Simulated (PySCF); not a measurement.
This PySCF input asks for the NMR shieldings of `C#C[C@H](BC)C(F)F`, C$_{5}$H$_{7}$BF$_{2}$; the geometry comes from GFN2-xTB.

```python
import basis_set_exchange as bse
import numpy as np
from pyscf import gto, dft
from pyscf.prop import nmr

atoms = """
C     2.051292   -1.242108    1.108788
C     1.249214   -0.435326    0.736145
C     0.271152    0.528937    0.254519
B    -0.828431   -0.376683   -0.461501
C    -2.005915   -0.973265    0.373581
C     0.957277    1.530897   -0.666327
F     1.816677    2.330436    0.017580
F     0.042484    2.370423   -1.220216
H     2.761222   -1.930908    1.458163
H    -0.116011    1.083411    1.116559
H    -0.715076   -0.607869   -1.603408
H    -2.234168   -2.002236    0.103327
H    -2.908204   -0.403967    0.141130
H    -1.867241   -0.923987    1.450802
H     1.521313    1.060235   -1.485743
"""
names = dict.fromkeys(["C", "B", "F", "H"], "pcSseg-1")
basis = {el: gto.basis.parse(bse.get_basis(n, elements=[el], fmt="nwchem")) for el, n in names.items()}
mol = gto.M(atom=atoms, basis=basis, charge=0, verbose=0)
mf = dft.RKS(mol, xc="PBE0")
mf.grids.level = 2
mf.grids.alignment = dft.numint.BLKSIZE   # the property module wants whole blocks of grid points
mf.conv_tol = 1e-9
mf.kernel()

calc = nmr.RKS(mf)   # GIAO
C = mf.mo_coeff
Co = C[:, mf.mo_occ > 0]
resp = mf.gen_response(singlet=True, hermi=2)
def vind(x):   # induced exchange potential for any number of trial vectors
    d = np.einsum("pi,xij,qj->xpq", C, 2 * x.reshape(-1, C.shape[1], Co.shape[1]), Co, optimize=True)
    return np.einsum("xpq,pi,qj->xij", resp(d - d.transpose(0, 2, 1)), C, Co, optimize=True).ravel()
mo1, _ = nmr.rhf.solve_mo1(calc, with_cphf=vind)
sigma = calc.kernel(mo1)
for i, s in enumerate(sigma):   # ppm
    w = np.linalg.eigvalsh((s + s.T) / 2)
    print("%2d %-2s iso %8.1f  s11 %8.1f  s22 %8.1f  s33 %8.1f" % (i, mol.atom_pure_symbol(i), w.mean(), *w))
```

Question: Give the expected output.

Answer: 
```
 0 C  iso    102.8  s11     26.7  s22     30.7  s33    251.1
 1 C  iso    109.4  s11     11.5  s22     24.7  s33    291.9
 2 C  iso    145.4  s11    125.2  s22    149.1  s33    162.0
 3 B  iso     23.0  s11    -52.9  s22     -1.9  s33    123.7
 4 C  iso    171.8  s11    145.4  s22    181.1  s33    189.0
 5 C  iso     60.9  s11     43.5  s22     67.1  s33     72.1
 6 F  iso    294.4  s11    200.2  s22    332.2  s33    350.9
 7 F  iso    302.1  s11    199.3  s22    343.5  s33    363.5
 8 H  iso     30.0  s11     24.7  s22     24.9  s33     40.4
 9 H  iso     28.4  s11     25.0  s22     28.6  s33     31.5
10 H  iso     24.5  s11     19.1  s22     26.8  s33     27.6
11 H  iso     30.2  s11     27.0  s22     27.6  s33     36.0
12 H  iso     31.0  s11     27.0  s22     28.6  s33     37.2
13 H  iso     30.4  s11     26.8  s22     30.4  s33     33.9
14 H  iso     25.3  s11     23.5  s22     24.6  s33     27.8
```

These numbers come from an equivalent density-fitted implementation of the same equations, which agrees with the script to about 0.01 ppm for H and up to a few tenths of a ppm for heavy atoms, so last digits may differ.

Size and cost of the density-fitted run: 171 basis functions, 54 s wall time on 1 thread of an Intel Xeon, shared host; peak memory 0.76 GiB.
